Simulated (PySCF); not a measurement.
Isomers of CH7NO2Si2. Theory: PBE0-D3(BJ)/def2-SVP geometry optimisation, gas phase (PySCF 2.14.0). Energies are electronic, without zero-point or thermal terms, for one conformer each. No frequencies were run at this level. Point groups hold within 0.08 Å.

Problem. Order them by energy at this level, lowest first, and give relative energies in kcal/mol.
A. `[O:1]=[CH:2][O:3][SiH2:4][NH:5][SiH3:6]` with O1–C2–O3–Si4 0°, C2–O3–Si4–N5 180°, O3–Si4–N5–Si6 -85°
B. `[NH2:1][Si@H:2]([CH:3]=[O:4])[O:5][SiH3:6]` with H–N1–Si2–C3 5° and -163°, N1–Si2–C3–O4 -3°, N1–Si2–O5–Si6 20°

Solution. A (0.0), B (5.6).

As drawn, the lower has a C(=O)–O unit, which the higher lacks; the higher has an Si–C bond, which the lower lacks.

```tsv
SMILES	E (Eh)	E rel (kcal/mol)	dipole (D)	point group	A, B, C (MHz)
O=CO[SiH2]N[SiH3]	-825.71285	0.0	2.44	C1	7523, 953.7, 910.4
N[Si@H](C=O)O[SiH3]	-825.70396	5.6	1.48	C1	3696, 1333, 1219
```

Problem. How do the relative energies change in single points at B3LYP/pcSseg-1 (no added dispersion term) on the same geometries?

Solution. 
```csv
SMILES,PBE0-D3(BJ)/def2-SVP (kcal/mol),B3LYP/pcSseg-1 (kcal/mol),shift
O=CO[SiH2]N[SiH3],0.0,0.0,0.0
N[Si@H](C=O)O[SiH3],5.6,2.3,-3.3
```

Each column counts from its own lowest isomer. The order is unchanged; the largest shift is 3.3 kcal/mol.
